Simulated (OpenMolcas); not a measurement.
Au3+: moving or changing the point charges

Au3+ among 4 point charges of -1 e arranged as a tetrahedron (Td), 1.97 Å from the ion.

```yaml
Program: OpenMolcas
Method: "SS-CASPT2, IPEA 0.25 Eh, imaginary shift 0.1 Eh (closed shells correlated: 4f 5s 5p)"
Basis: ANO-RCC-VDZP [7s6p4d2f]
Scalar_Hamiltonian: DKH2, point nucleus
Active_space: 8 electrons in 5 orbitals (5d)
State_averaging: 2S+1 = 3 even, 10 roots; 2S+1 = 1 even, 15 roots
Spin-orbit_coupling: RASSI with atomic mean-field integrals over the reference wave functions
```

Runs around this geometry, states (labels of Td). Energies in cm-1 above the lowest state or level, χT in cm3 K/mol; under a threefold ground state the first gap can be a small split of the lowest multiplet, not the spin-orbit step.

```json
{"R (Å)": "1.97", "q (e)": "-0.8", "Ground state": "3T1", "First state of that spin": "3T2 1290", "First gap with spin-orbit (degeneracies)": "450 (1, 3)", "χT at 300 K": "2.823", "First state of another spin": "1T2 10400"}
{"R (Å)": "1.88", "q (e)": "-1", "Ground state": "3T1", "First state of that spin": "3T2 1990", "First gap with spin-orbit (degeneracies)": "660 (1, 3)", "χT at 300 K": "2.267", "First state of another spin": "1T2 10550"}
{"R (Å)": "1.97", "q (e)": "-1", "Ground state": "3T1", "First state of that spin": "3T2 1560", "First gap with spin-orbit (degeneracies)": "530 (1, 3)", "χT at 300 K": "2.609", "First state of another spin": "1T2 10410"}
{"R (Å)": "2.16", "q (e)": "-1", "Ground state": "3T1", "First state of that spin": "3T2 1120", "First gap with spin-orbit (degeneracies)": "400 (1, 3)", "χT at 300 K": "2.976", "First state of another spin": "1T2 10270"}
```

Taking the first state of the same spin as R^-n, n = -ln(1120 / 1990) / ln(2.16 / 1.88) = 4.1 between the shortest and longest distance.

Scaling the charges by -0.8 / -1 = 0.80 scales the first state of the same spin by 1290 / 1560 = 0.83; with fixed orbitals a first-order splitting would follow the charge.

Roots that are degenerate in the reference are averaged as groups; the widest CASPT2 spread within a group is 370 cm-1 (the 3-fold group of multiplicity 1 near 19000 cm-1 above the lowest state of its run, R = 1.88, q = -1). Shifts and gaps below about the spread of the groups concerned are not significant. An orbital triplet at a regular site is open to Jahn-Teller coupling, which can distort the site and quench the lowest spin-orbit gaps and is left out. Real 4d8 and 5d8 ions are as a rule square planar and diamagnetic. The ground term spreads over less than 5000 cm-1, several times less than with real ligands, so orbital moments are less quenched and χT lies further from the spin-only value than at real sites. Free-ion shares, where given, are those of the reference states; single-state CASPT2 does not remix them. This is an electrostatic model: the charges have no orbitals. No measured value stands beside these numbers.
